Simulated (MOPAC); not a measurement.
Input file for MOPAC: AM1 on LiMg, 2S+1 = 2, a spin state set in the input, which need not be the lowest, a point of a bond scan (R = 3.112 Å).

```
AM1 1SCF PRECISE CHARGE=0 UHF MS=0.5 THREADS=1
LiMg

Li     0.00000000 1     0.00000000 1     0.00000000 1
Mg     0.00000000 1     0.00000000 1     3.11203700 1
```

Program output:

```
*******************************************************************************
 **                                                                           **
 **                              MOPAC v23.2.5                                **
 **                                                                           **
 *******************************************************************************
 ** MOPAC's Digital Object Identifier: https://doi.org/10.5281/zenodo.6511958 **
 **                                                                           **
 ** Please cite the open-source release paper for use of this MOPAC version:  **
 ** J. E. Moussa and J. J. P. Stewart (2026)                                  **
 ** MOPAC: An open-source semiempirical molecular orbital program             **
 ** J. Open Source Softw., 11(119), 8025, https://doi.org/10.21105/joss.08025 **
 *******************************************************************************

                              AM1 CALCULATION RESULTS

 *******************************************************************************
 *  AM1        - The AM1 Hamiltonian to be used
 *  UHF        - UNRESTRICTED HARTREE-FOCK CALCULATION
 *
 *
 *
 *                 CHARGE ON SYSTEM = 0
 *
 *
 *
 *  MS=        - IN MECI, MAGNETIC COMPONENT OF SPIN =  0.5
 *  PRECISE    - TIGHTER CRITERIA TO BE USED
 *  1SCF       - DO 1 SCF AND THEN STOP
 *  THREADS=1  - MULTI-THREADING NOT USED
 *  T=         - A TIME OF 172800.0 SECONDS REQUESTED
 *  DUMP=N     - RESTART FILE WRITTEN EVERY 7200.0 SECONDS REQUESTED
 *******************************************************************************
AM1 1SCF PRECISE CHARGE=0 UHF MS=0.5 THREADS=1
 LiMg

   ATOM   CHEMICAL          X               Y               Z
  NUMBER   SYMBOL      (ANGSTROMS)     (ANGSTROMS)     (ANGSTROMS)

     1      Li          0.00000000  *   0.00000000  *   0.00000000  *
     2      Mg          0.00000000  *   0.00000000  *   3.11203700  *



          CARTESIAN COORDINATES

    NO.       ATOM           X           Y           Z

     1        Li          0.0000      0.0000      0.0000
     2        Mg          0.0000      0.0000      3.1120

 Li: (AM1): J. J. P. STEWART, J. MOL. MOD., 10, 155-164 (2004)
 Mg: (AM1): J. J. P. STEWART, J. MOL. MOD., 10, 155-164 (2004)

           Empirical Formula: Li Mg  =     2 atoms



      MOLECULAR POINT GROUP   :   C*v


          UHF CALCULATION, NO. OF ALPHA ELECTRONS =    2
                           NO. OF BETA  ELECTRONS =    1

 -------------------------------------------------------------------------------
 AM1 1SCF PRECISE CHARGE=0 UHF MS=0.5 THREADS=1
 LiMg



     1SCF WAS SPECIFIED, SO BFGS WAS NOT USED
     SCF FIELD WAS ACHIEVED


                              AM1 CALCULATION
                                                       MOPAC v23.2.5 Linux




          FINAL HEAT OF FORMATION =         61.34741 KCAL/MOL =     256.67757 KJ/MOL


          COSMO AREA              =         92.34 SQUARE ANGSTROMS
          COSMO VOLUME            =         73.59 CUBIC ANGSTROMS

          IONIZATION POTENTIAL    =          5.142768 EV
          ALPHA SOMO LUMO (EV)    =         -5.143  1.847
          BETA  SOMO LUMO (EV)    =         -7.314  0.012
          NO. OF ALPHA ELECTRONS  =          2
          NO. OF BETA  ELECTRONS  =          1
          MOLECULAR WEIGHT        =         31.2450         POINT GROUP:  C*v

          MOLECULAR DIMENSIONS (Angstroms)

            Atom       Atom       Distance
           Mg     2   Li     1     3.11204
           Mg     2   Li     1     0.00000
           Li     1   Mg     2     0.00000


          SCF CALCULATIONS        =          1





   ATOM   CHEMICAL          X               Y               Z
  NUMBER   SYMBOL      (ANGSTROMS)     (ANGSTROMS)     (ANGSTROMS)

     1      Li          0.00000000  *   0.00000000  *   0.00000000  *
     2      Mg          0.00000000  *   0.00000000  *   3.11203700  *

                             CARTESIAN COORDINATES

   1   Li        0.000000000     0.000000000     0.000000000
   2   Mg        0.000000000     0.000000000     3.112037000


           Empirical Formula: Li Mg  =     2 atoms



      MOLECULAR POINT GROUP   :   C*v


          ALPHA EIGENVALUES
  -7.60848  -5.14277   1.84706   2.66959   2.66959   5.10404   5.10404   5.23130


           BETA EIGENVALUES
  -7.31371   0.01246   2.62981   2.69196   2.69196   5.30890   5.30890   5.55821


              NET ATOMIC CHARGES AND DIPOLE CONTRIBUTIONS

  ATOM NO.   TYPE          CHARGE      No. of ELECS.   s-Pop       p-Pop
    1         Li           0.137683        0.8623     0.81660     0.04572
    2         Mg          -0.137683        2.1377     1.93129     0.20639
 DIPOLE           X         Y         Z       TOTAL
 POINT-CHG.     0.000     0.000    -2.058     2.058
 HYBRID         0.000     0.000    -1.391     1.391
 SUM            0.000     0.000    -3.449     3.449


          ATOMIC ORBITAL ELECTRON POPULATIONS

     Atom    s        px        py        pz
    1 Li   0.81660   0.00000   0.00000   0.04572
    2 Mg   1.93129   0.00000   0.00000   0.20639


                    (SZ)    =    0.500000
                    (S**2)  =    0.777109


          ATOMIC ORBITAL SPIN POPULATIONS

    Atom   Total    s     px     py     pz
         Atomic
    1 Li  0.7926  0.760  0.000  0.000  0.033
    2 Mg  0.2074  0.038  0.000  0.000  0.170

 **********************
 *                    *
 * JOB ENDED NORMALLY *
 *                    *
 **********************




 == MOPAC DONE ==
```

The run finished.

Cost: very roughly 0.03 core-seconds.
